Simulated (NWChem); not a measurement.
# Atomisation of BI3

```xyz
4

B      0.0000     0.0000     0.0000
I      0.0000     0.0000     2.1350
I      1.8490     0.0000    -1.0675
I     -1.8490     0.0000    -1.0675
```
Charge 0, spin multiplicity 1.

Everything below was run with NWChem. Structure: optimised with PBE/def2-SVP with def2 effective core potentials on I, a minimum by its harmonic frequencies.

Basis set: def2-TZVP. The atomisation energy is electronic alone: no zero-point, thermal, spin-orbit or counterpoise terms. No value is extrapolated to the basis-set limit. Free atoms are single determinants with multiplicities B 2, I 2. Correlated methods freeze the same cores in atoms and molecule, 13 orbitals in all.

Costs are rough ratios of processor time within this set of runs, SCF included, with BP86 as 1. Costs are the molecule's.

Effective core potentials replace the inner electrons of I; spin-orbit coupling is left out. B3LYP has NWChem's definition, with VWN1-RPA local correlation. The structure started from a generated list of species. The stability of the SCF solutions was not checked. Open-shell Hartree-Fock references start from PBE0 orbitals; any time given for them includes that run.

```csv
method,atomisation energy (kcal/mol),relative cost
BP86,232.1,1
HF,148.6,under 3
PBE,[?],under 3
B3LYP,214.7,under 3
PBE0,230.9,under 3
TPSS,[?],under 3
M06-2X,[?],under 3
MP2,[?],6
```

Task: Complete the blanks.

Result: 
- PBE, atomisation energy (kcal/mol): 238.5
- TPSS, atomisation energy (kcal/mol): 227.3
- M06-2X, atomisation energy (kcal/mol): 208.2
- MP2, atomisation energy (kcal/mol): 241.8
